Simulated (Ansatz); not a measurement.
Computed with Ansatz on PBE0-D4/def2-TZVP structures; ΔE is electronic, products minus reactants. CBS: MP2 limit from def2 TZ/QZ plus the TZ coupled-cluster correction, frozen cores. This one scheme is used for every species. DFT in def2-TZVPP. Elements past krypton have def2 core potentials. For Te outer-core shells are correlated without core-valence functions, which leaves a few kJ/mol of doubt a bond. Each species was taken in one conformer, which may not be the lowest.

Consider the formal exchange of groups at a Te–C bond: `C[Te]B(O)O` + SiH₄ → `OB(O)[Te][SiH3]` + CH₄.

CCSD(T)/CBS gives -1.04 eV.

Q: Another level gave -1.03 eV. Which?
A. CAM-B3LYP-D4/def2-TZVPP
B. RPA@PBE/def2-TZVPP
C. BLYP/def2-TZVPP
D. r2SCANh/def2-TZVPP

A: A. CAM-B3LYP-D4 -1.03, r2SCANh -1.11, BLYP -0.99, RPA@PBE/def2-TZVPP -0.91 eV.

Q: What do rigid-rotor, harmonic-oscillator terms from PBE0-D4/def2-TZVP frequencies (298.15 K, 1 bar) make of the CCSD(T)/CBS value? (Estimate.)

A: Computed: ΔZPE = +0.07 eV, ΔH = -0.96 eV, ΔS = -8 J/(mol·K), ΔG = -0.94 eV. Modes under 50 cm⁻¹ make the entropy rough.

Largest T1 diagnostic among the species: 0.012.

From BLYP to BHLYP (50 % exact exchange), in def2-TZVPP and without D4, ΔE moves by −0.05 eV. Leaving LDA and LC-ωPBE aside and taking each functional with its dispersion term where it has one, the values, not all of them listed here, spread over 0.11 eV, from HSE06-D4 to BLYP-D4. LDA lies −0.05 eV from PBE without D4.
